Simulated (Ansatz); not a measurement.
A nudged elastic band was laid between two geometries of F2GeH2 (5 atoms, charge 0, multiplicity 1).

These are results of RKS r2SCAN/def2-SVPD (Ansatz 0.2.0), not measurements.

* movable images: 7
* climbing image: yes
* spring: 5.0 eV/Å²
* optimiser: quadratic models (default)
* start path: through a guess of the saddle point
* force threshold: 0.05 eV/Å
* iteration limit: 60
* end points: relaxed

First end point:

```xyz
5
Properties=species:S:1:pos:R:3
Ge 0.198 0.065 0.247
H 0.215 -0.071 1.766
F 1.850 0.015 -0.305
H -0.475 1.262 -0.416
F -0.533 -1.377 -0.404
```

Last end point:

```xyz
5
Properties=species:S:1:pos:R:3
Ge -0.670 0.636 0.613
H 1.174 -0.782 0.362
F 1.585 0.027 0.660
H -0.370 1.150 -0.872
F -0.464 -1.137 0.126
```

Problem. What changes between the two ends?

Solution. Bonds broken: Ge1–H2, Ge1–F3. Bonds formed: H2–F3. F2GeH2 becomes FGeH + FH.

Problem. What energy profile does the band end with?

Solution. The run converged. The highest image is number 3 of 0 to 8, 57.2 kcal/mol above the first end and 24.3 kcal/mol above the last; the last end lies 32.9 kcal/mol above the first. A vibrational analysis at the climbing image gives one clearly imaginary mode, 1221i cm⁻¹: a first-order saddle point. The orbitals stay closed-shell, which can raise the energy where a bond breaks towards radicals; this wasn't checked here.

```json
{"image": "0", "path coordinate (Å)": "0.00", "energy (kcal/mol)": "0.0", "Ge1–H2 (Å)": "1.52", "Ge1–F3 (Å)": "1.74", "H2–F3 (Å)": "2.64"}
{"image": "1", "path coordinate (Å)": "0.43", "energy (kcal/mol)": "7.6", "Ge1–H2 (Å)": "1.51", "Ge1–F3 (Å)": "1.75", "H2–F3 (Å)": "2.23"}
{"image": "2", "path coordinate (Å)": "0.86", "energy (kcal/mol)": "34.6", "Ge1–H2 (Å)": "1.52", "Ge1–F3 (Å)": "1.84", "H2–F3 (Å)": "1.75"}
{"image": "3", "path coordinate (Å)": "1.29", "energy (kcal/mol)": "57.2", "Ge1–H2 (Å)": "1.64", "Ge1–F3 (Å)": "2.04", "H2–F3 (Å)": "1.29"}
{"image": "4", "path coordinate (Å)": "1.80", "energy (kcal/mol)": "42.1", "Ge1–H2 (Å)": "2.16", "Ge1–F3 (Å)": "2.33", "H2–F3 (Å)": "0.95"}
{"image": "5", "path coordinate (Å)": "2.31", "energy (kcal/mol)": "38.1", "Ge1–H2 (Å)": "2.74", "Ge1–F3 (Å)": "2.40", "H2–F3 (Å)": "0.93"}
{"image": "6", "path coordinate (Å)": "2.81", "energy (kcal/mol)": "37.1", "Ge1–H2 (Å)": "2.83", "Ge1–F3 (Å)": "2.42", "H2–F3 (Å)": "0.93"}
{"image": "7", "path coordinate (Å)": "3.32", "energy (kcal/mol)": "34.9", "Ge1–H2 (Å)": "2.68", "Ge1–F3 (Å)": "2.41", "H2–F3 (Å)": "0.93"}
{"image": "8", "path coordinate (Å)": "3.82", "energy (kcal/mol)": "32.9", "Ge1–H2 (Å)": "2.34", "Ge1–F3 (Å)": "2.34", "H2–F3 (Å)": "0.96"}
```

Problem. What is the geometry of the highest image?

Solution. 
```xyz
5
Properties=species:S:1:pos:R:3
Ge -0.263 0.103 0.355
H 0.988 -0.074 1.406
F 1.770 -0.016 0.385
H -0.555 1.210 -0.692
F -0.684 -1.330 -0.566
```

Problem. What are the harmonic wavenumbers there?

Solution. 1221i, 158, 430, 608, 618, 683, 774, 1819, 2076 cm⁻¹.

Run time: 3.7 min on 2 threads of Arm Neoverse V1 (shared host), peak memory 0.15 GiB.
